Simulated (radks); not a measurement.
Species: Dy IV. Configuration: [Xe] 4f7 5d1 6s0.5 6p0.5 (fractional occupations, a model configuration). Calculated with a radial shooting solver on a logarithmic mesh with Libxc functionals: scalar-relativistic Kohn-Sham, PBE, spin-polarised, spherical densities, finite nucleus; open shells are filled with parallel spins first (spin-orbit coupling, left out, can overturn this in heavy ions); Fermi nuclear charge, rms radius 5.2218 fm.

Normalised radial functions P(r) = r R(r), r in bohr:

```
   r/bohr * 5p up, o 5d up, + 6p up (the largest magnitude, 0.995, reaches the edge; | marks zero, & curves that meet)
0.0008836                             &
 0.001394                             &
 0.002182                             &
 0.003443                             &
 0.005432                             &*
 0.008502                             &*
  0.01341                             o+*
  0.02116                             o + *
  0.03339                             |o +  *
  0.05226                             | o+  *
  0.08245                             |+*  o
   0.1301                      *   +  |      o
   0.2036                     *    +  |   o
   0.3213                       o     |  +   *
   0.5069                   o         |    +      *
   0.7997                 *     +     |  o
    1.252  *                  +       |                  o
    1.975              *              |      +            o
    3.116                          *  |        o        +
    4.877                             *o       +
    7.694                             &+
```

5p up: eigenvalue -64.971 eV, 3 radial nodes at r = 0.0910, 0.267, 0.665 bohr, <r> = 1.40 bohr, 90 % of the charge inside 2.02 bohr. 5d up: eigenvalue -32.248 eV, 2 radial nodes at r = 0.247, 0.737 bohr, <r> = 1.88 bohr, 90 % of the charge inside 2.82 bohr. 6p up: eigenvalue -21.028 eV, 4 radial nodes at r = 0.0909, 0.265, 0.646, 1.65 bohr, <r> = 3.32 bohr, 90 % of the charge inside 4.71 bohr.
